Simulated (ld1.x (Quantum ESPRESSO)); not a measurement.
**Configuration tests for rhodium (Rh) (PAW)**

```json
{
  "Element": "Rh (Z = 45)",
  "Generator": "ld1.x (Quantum ESPRESSO) 7.5",
  "Type": "PAW",
  "Functional": "PBE",
  "Relativity": "scalar-relativistic",
  "Frozen core": "[Ar] 3d10",
  "Valence charge": "17",
  "Reference configuration": "4s2 4p6 4d9 5s0 5p0",
  "Partial waves": "4s (bound): rcut 1.16, rcutus 1.24 bohr; 5s (bound, empty): rcut 1.16, rcutus 1.24 bohr; 4p (bound): rcut 1.80, rcutus 2.35 bohr; 5p (bound, empty): rcut 1.80, rcutus 2.35 bohr; 4d (bound): rcut 1.15, rcutus 1.40 bohr; 4d channel at 0.85 Ry: rcut 1.15, rcutus 1.40 bohr",
  "Local potential": "all-electron potential smoothed inside 2.30 bohr (lloc = -1)",
  "Core correction": "Bessel-smoothed model core, default radius (core density twice the valence density)",
  "Augmentation charge": "PSQ, inside the norm-conserving radii"
}
```

Energies are relative to the spin-unpolarised reference configuration 4s2 4p6 4d9 5s0 5p0; without spin polarisation the order of configurations can differ from experiment.

**Question.** Give the all-electron excitation energy and the error of the potential for: 4s2 4p6 4d8 5s1 5p0; 4s2 4p6 4d8 5s0 5p0; 4s2 4p6 4d7 5s0 5p0; 4s1 4p6 4d8 5s1 5p0; 4s2 4p6 4d7 5s1 5p1; 4s2 4p6 4d8.5 5s0.5 5p0; 4s2 4p6 4d6 5s0 5p0.

**Answer.**

```tsv
valence configuration	charge	ΔE all-electron (eV)	error AE − PS (meV)
4s2 4p6 4d8 5s1 5p0	0	0.909	+1.1
4s2 4p6 4d8 5s0 5p0	+1	8.370	+0.3
4s2 4p6 4d7 5s0 5p0	+2	27.881	-1.7
4s1 4p6 4d8 5s1 5p0	+1	89.953	-60
4s2 4p6 4d7 5s1 5p1	0	7.529	-5.4
4s2 4p6 4d8.5 5s0.5 5p0	0	0.279	+0.7
4s2 4p6 4d6 5s0 5p0	+3	60.385	-15
```
